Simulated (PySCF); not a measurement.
SMILES COC[C](C)OC(C)=O (C6H11O3), doublet at its GFN2-xTB optimised geometry (Å):

```
20

C     -2.8591     0.2128     2.5256
O     -2.0951    -0.1748     1.4141
C     -1.0283     0.7174     1.1399
C     -0.2233     0.2006     0.0000
C      0.3204    -1.1741     0.0000
O     -0.0866     1.0821    -1.0204
C      0.6693     0.8969    -2.1227
C      0.5577     2.1036    -3.0203
O      1.3486    -0.0782    -2.3468
H     -3.6387    -0.5370     2.6417
H     -3.3189     1.1970     2.3722
H     -2.2477     0.2493     3.4366
H     -1.4136     1.7180     0.8942
H     -0.4007     0.8051     2.0487
H     -0.0467    -1.6934     0.8800
H      1.4136    -1.1741     0.0000
H      0.0133    -1.7180    -0.8946
H     -0.4548     2.4959    -3.0022
H      0.8416     1.8270    -4.0310
H      1.2362     2.8776    -2.6649
```

Calculation: unrestricted PBE0/def2-SVP (PySCF). Cells within 0.4 Å of a nucleus heavier than hydrogen are left out (blank, or x).

Map of the HOMO amplitude (α) (bohr^(-3/2)), clipped to [-0.25, 0.25] on the plane z = 0.0 Å; orbital energy -4.96 eV, overall sign arbitrary:

```
|4444444444444444444444444444444|
|4444444444444444444444444444444|
|4444444444444444444444444444444|
|4444444444444444444444444444444|
|4444444444444444444444444444444|
|4444444444444444444444444444444|
|4444444444444444444444444444444|
|4444444444454444444444444444444|
|4444444444455544444444444444444|
|4444444444445555555555444444444|
|4444444444444555555555544444444|
|4444444444444556665555544444444|
|4444444444433467776555544444444|
|44444444433222x9976655544444444|
|4444444443310xxx986655544444444|
|4444444443210xxx876555444444444|
|4444444443321025665544444444444|
|4444444443322234555444444444444|
|4444444444333344x44333344444444|
|444444444444444xxx3322344444444|
|444444444444455xxx3222344444444|
|4444444444445556543333344444444|
|4444444444445555554444444444444|
|4444444444455555554444444444444|
|4444444444455555554444444444444|
|4444444444455555554444444444444|
|4444444444445555544444444444444|
|4444444444444444444444444444444|
|4444444444444444444444444444444|
|4444444444444444444444444444444|
|4444444444444444444444444444444|
```
Scale: ten equal steps from -0.237 (start of '0') to 0.250 (end of '9'), in the order '0123456789'; x runs from -4.00 to 4.00, y from -4.00 (bottom) to 4.00 (top).
